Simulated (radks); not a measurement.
Question: Bi VIII, configuration [Kr] 4d10 4f14 5s2 5p5 5d9 (not the ground configuration). Method: scalar-relativistic Kohn-Sham, PBE, spin-polarised, spherical densities, finite nucleus; open shells are filled with parallel spins first (spin-orbit coupling, left out, can overturn this in heavy ions); Fermi nuclear charge, rms radius 5.5211 fm; computed with a radial shooting solver on a logarithmic mesh with Libxc functionals. Some entries of the table are withheld. Estimate them.

orbital,occ.,eigenvalue (eV),r(max) (bohr),<r> (bohr)
1s up,1,-90719.07,0.009662,0.01580
1s down,1,-90718.89,0.009662,0.01580
2s up,1,-16383.59,0.05620,0.06649
2s down,1,-16383.36,0.05620,0.06649
2p up,3,-14035.55,0.04691,0.06054
2p down,3,-14035.30,0.04691,0.06054
3s up,1,-4030.498,0.1585,0.1716
3s down,1,-4030.333,0.1585,0.1716
3p up,3,-3359.243,0.1588,0.1737
3p down,3,-3359.057,0.1588,0.1737
3d up,5,-2683.495,0.1294,0.1575
3d down,5,-2683.271,0.1294,0.1575
4s up,1,-1001.491,0.3558,0.3770
4s down,1,-1001.163,0.3559,0.3770
4p up,3,-781.3554,0.3758,0.4024
4p down,3,-781.0304,0.3759,0.4023
4d up,5,-529.2685,0.3814,0.4222
4d down,5,-528.8918,0.3814,0.4220
5s up,1,-254.5052,0.7682,0.8229
5s down,1,-252.6973,0.7671,0.8222
4f up,7,-251.6574,0.3418,0.4397
4f down,7,-251.1849,0.3418,0.4390
5p up,3,-191.3437,0.8537,0.9275
5p down,2,-189.4325,0.8530,0.9280
5d up,5,(1),1.001,1.128
5d down,4,(2),1.002,1.133

Answer: 
(1) 5d up eigenvalue (eV): -118.6560
(2) 5d down eigenvalue (eV): -116.9000
